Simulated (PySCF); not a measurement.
# C₆ coefficients of unlike pairs at LC-wPBE

Calculated with PySCF 2.14 from the dipole response of each species, C₆(A,B) = (3/π) ∫ α_A(iu) α_B(iu) du, in atomic units, from isotropic polarisabilities. For ions this is the dispersion term alone; charge-induced terms of lower order in 1/R come first.

```
species      configuration                                                                           basis      relativity  α (bohr³)  C₆ (like pair)
   Ga³⁺     [Ar] 3d10 (1S)                                       aug-cc-pVQZ-PP with ECP10MDF (7s6p5d3f2g)  core potential      1.174           1.775
      V  [Ar] 3d3 4s2 (4F)  x2c-TZVPPall with one added diffuse shell each of s, p, d, f type (7s6p5d3f1g)   spin-free X2C      103.1            1155
   Zn²⁺     [Ar] 3d10 (1S)                                         aug-cc-pVDZ-PP with ECP10MDF (5s5p4d2f)  core potential      2.216           4.824
```

(1) Estimate C₆ for Zn²⁺ with V.

No spin-orbit coupling is included.

The other pairs:

```csv
pair,C₆
"V, Ga³⁺",26.95
"Zn²⁺, Ga³⁺",2.904
```

Results:

(1) The integral gives 47.65. The combination rule 2 C_A C_B / (C_A α_B/α_A + C_B α_A/α_B) gives 44.68 and the geometric mean 74.63.
